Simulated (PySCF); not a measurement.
**Static response to an electric field**

C4H7Cl2FSi.
Cartesian coordinates in Å at the GFN2-xTB level; atoms count from 1:
```
atom  x, y, z in Å
C1    -0.4765   -1.4176   -0.0492
C2    -0.5324    0.0730    0.0050
C3     0.5644    0.8305    0.0231
F4     0.4088    2.1832    0.0735
Si5    2.3911    0.3018   -0.0107
C6    -1.8932    0.6899    0.0398
Cl7   -2.8246    0.2482   -1.4195
Cl8   -2.7976    0.1439    1.4813
H9     0.5499   -1.7693   -0.0722
H10   -0.9972   -1.7738   -0.9370
H11   -0.9806   -1.8380    0.8200
H12    2.6493   -0.5337    1.1629
H13    2.6304   -0.4477   -1.2448
H14    3.1649    1.5379    0.0275
H15   -1.8610    1.7798    0.0784
```

Level: CAM-B3LYP/def2-SVPD (PySCF), static field, nuclei fixed, core orbitals frozen in the response. The polarisability tensor in these axes (au):

```
x   130.28   7.54  -0.04
y     7.54  91.64  -0.15
z    -0.04  -0.15  94.06
```

Problem. Diagonalise the tensor; give its mean and Δα, where Δα² is half the sum of the squared differences of the eigenvalues.

Solution. Principal values 90.22, 94.06 and 131.70 au; mean 105.33 au = 15.61 Å³ = 17.37 × 10⁻⁴⁰ C²·m²/J; Δα = 39.70 au (38 % of the mean).

Problem. What is the dipole moment, and where does it point?

Solution. (2.20, -1.04, -0.06) D, 2.43 D in size, pointing from the negative to the positive side. Measured along this direction, the outermost atoms are Cl8 and Cl7 at the negative end and H13 and H12 at the positive end.

Problem. What depolarisation ratio follows for Rayleigh scattering of linearly polarised light, taking the static tensor?

Solution. ρ = 3Δα²/(45ᾱ² + 4Δα²) = 4728.5/(499220 + 6304.6) = 0.00935.

Problem. Along which axes do the principal values lie, and how far do the nuclei extend along each?

Solution. Largest value along (0.98, 0.18, 0.00), where the nuclei span 6.12 Å; middle along (0.01, -0.04, 1.00), 2.90 Å; least along (-0.18, 0.98, 0.04), 3.94 Å. The strongest response lies along the longest span, while the other two are in reverse order.

Problem. Find the Langevin capture rate constant for O2+ (31.990 u) meeting this molecule (171.968 u), k = 2.342 × 10⁻⁹ cm³/s × √(α in Å³ / reduced mass in u).

Solution. The reduced mass is 26.97 u, so k = 1.78 × 10⁻⁹ cm³/s. The formula leaves out the permanent dipole, which adds to the capture rate.

Problem. Molar refractivity from α?

Solution. Lorentz–Lorenz: R = (4π/3)N_A α = 2.5225 cm³/(mol·Å³) × 15.61 Å³ = 39.4 cm³/mol, in the limit of long wavelengths.

One conformer (not necessarily the lowest) at the GFN2-xTB geometry, without solvent, vibrations or thermal averaging.

The run behind these numbers computed excited states as well. The run took 2.0 min on one thread of an Arm Neoverse N1, shared host with 64 logical CPUs at a one-minute load of 59, and the process peaked at 1.0 GiB of memory.
